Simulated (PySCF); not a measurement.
# Bromine: a sound run and one with changed settings

Sound run: Br [Ar] 3d10 4s2 4p5, Br⁺ [Ar] 3d10 4s2 4p4. Calculation: PySCF 2.14, in cc-pVDZ-DK (5s4p2d, 27 functions); the spin-free X2C one-electron Hamiltonian (Gaussian nucleus). The sound run starts from symmetry-adapted Hartree-Fock orbitals and uses a fine grid where one is needed.

Changed run: radial step 1.2 in ln r (0.13 in the sound run). This setting is unsound on purpose.

| species | method | sound run (hartree) | changed run (hartree) | converged |
| --- | --- | --- | --- | --- |
| Br | UHF | -2604.29841 | -2604.29841 | yes |
| Br | B3LYP | -2606.13935 | -2607.09478 | yes |
| Br | LDA | -2602.35833 | -2605.12816 | yes |
| Br⁺ | UHF | -2603.90303 | -2603.90303 | yes |
| Br⁺ | B3LYP | -2605.70249 | -2606.78191 | yes |
| Br⁺ | LDA | -2601.91597 | -2604.79613 | yes |

Ionisation energy of Br:

```
method  sound run (eV)  changed run (eV)
   UHF          10.759            10.759
 B3LYP          11.887             8.514
   LDA          12.037             9.035
```

A coarse radial grid mis-integrates the density and the exchange-correlation energy, with errors of either sign; Hartree-Fock needs no grid.

For comparison, NIST gives 11.814 eV between the lowest levels.
